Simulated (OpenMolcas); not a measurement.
# Computed transition rates of As3+

| Item | Value |
| --- | --- |
| Program | OpenMolcas |
| Method | RASSCF |
| Basis | ANO-RCC-VTZP [6s5p3d1f] |
| Scalar Hamiltonian | DKH2, point nucleus |
| Active space | 2 electrons in 9 orbitals (RAS2 4s 4p; RAS3 4d, at most 2 electrons) |
| State averaging | 2S+1 = 3 even, 3 roots; 2S+1 = 1 even, 7 roots; 2S+1 = 3 odd, 3 roots; 2S+1 = 1 odd, 3 roots |
| Spin-orbit coupling | state interaction with AMFI integrals over the reference wave functions, term energies averaged over their components |

Rates come from the transition moments of the reference wave functions (E1 and E2 in the length form). At fixed line strength A goes as λ^-3 for E1 and M1 and as λ^-5 for E2, so a rate at the computed wavelength can be rescaled to the measured one. Measured vacuum wavelengths follow from level energies in Moore, Atomic Energy Levels, vol. II, NSRDS-NBS 35 (1971 reprint of NBS Circular 467, 1952). Branching counts decays inside the model space alone, at computed energies, and the table is only a selection of the E1 lines, drawn from those between levels with measured partners whose computed energy lies within a factor of 1.5 of the measured one.

```
  Upper       Lower  Type  λ computed (nm)  λ measured (nm)  A computed (s-1)  A rescaled (s-1)  Branching %
4p² ³P₁  4s 4p ³P°₂    E1            97.41            98.06          1.87e+09          1.83e+09         39.7
4p² ³P₁  4s 4p ³P°₁    E1            95.37            95.69          1.19e+09          1.18e+09         25.4
4p² ³P₂  4s 4p ³P°₂    E1            95.24            95.33          3.44e+09          3.43e+09         73.9
4p² ³P₂  4s 4p ³P°₁    E1            93.29            93.08          1.20e+09          1.21e+09         25.8
```

The largest correction is for 4p² ³P₁ → 4s 4p ³P°₂ (E1): 1.87e+09 × (97.41 / 98.06)^3 = 1.83e+09 s-1, a factor of 0.98.

The computed rate and branching of 4p² ³P₂ → 4s 4p ³P°₂ give the upper level a radiative lifetime of 0.739 / 3.44e+09 s-1 = 2.15e-10 s, counting decays inside the model space alone.

No measured rate stands beside these. Rescaling mends the energy factor alone: line strengths can still be far off where a level mixes with configurations outside the active space, and weak or spin-changing lines hang on small mixing coefficients that depend on the term gaps too, so rescaling need not improve them.

Active for correlation alone: 4d; no level in the range computed is led by a configuration that fills it, so any true level of that kind is missing. Some terms mix strongly with configurations of 4d, whose occupation reaches 0.25 (4p² ¹D). Measured partners are found by configuration, term and J. A level has none where our copy of the source lacks it or the pairing is in doubt (some pairs that miss far off the trend of their configuration count as doubtful). Only configurations of the active space appear.

° marks odd parity.
